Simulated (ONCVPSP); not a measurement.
**How hard is this Pd (Z = 46) ONCV potential?**

Pd (Z = 46), optimised norm-conserving Vanderbilt (ONCV), made with ONCVPSP 4.0.1 (PBE, scalar-relativistic). Core [Ar] 3d10 4s2, reference 4p6 4d10. Waves: s scattering state at 0.28 Ha: rc 1.85 bohr, ncon 3, nbas 7, qcut 2.7 1/bohr, 2 projectors, debl 1.6 Ha; 4p: rc 1.50 bohr, ncon 4, nbas 8, qcut 9.4 1/bohr, 2 projectors, debl 2 Ha; 4d: rc 1.75 bohr, ncon 4, nbas 7, qcut 8 1/bohr, 1 projector. Local part: polynomial inside 1.45 bohr (lpopt 5, dvloc0 6 Ha). Core correction: Teter function, fcfact 5.25, rcfact 1.05.

In the s channel the program set the typed energies aside and used 0.050, 1.650 Ha.

Problem. For each optimised wave give the share of its norm inside rc, the residual kinetic energy above qcut (Ha) and the cutoffs (Ha) for errors of 10, 1, 0.1 and 0.01 mHa per electron.

Solution.

```
         wave  norm inside rc  residual KE  10 mHa  1 mHa  0.1 mHa  0.01 mHa
s projector 1           0.182      3.7e-03     2.8   22.3     46.0      65.7
s projector 2           0.192      1.1e-01    22.6   63.7     73.5      97.6
           4p           0.884      4.2e-07    13.1   23.7     32.8      38.1
p projector 2           0.032      2.4e-07     9.6   13.7     28.1      36.0
           4d           0.681      1.0e-05    19.8   24.8     28.6      32.1
```

The occupied waves need 25 Ha and 33 Ha for 1 and 0.1 mHa. The cutoffs count occupied waves only; projector 2 of the s channel, the hardest unoccupied one, needs 64 Ha at the loose tolerance. Note: no bound ghost flagged; GHOST(+) flagged for s at 57.2 eV, s at 288.6 eV. 1 of 4 tests not solved or not reliable.
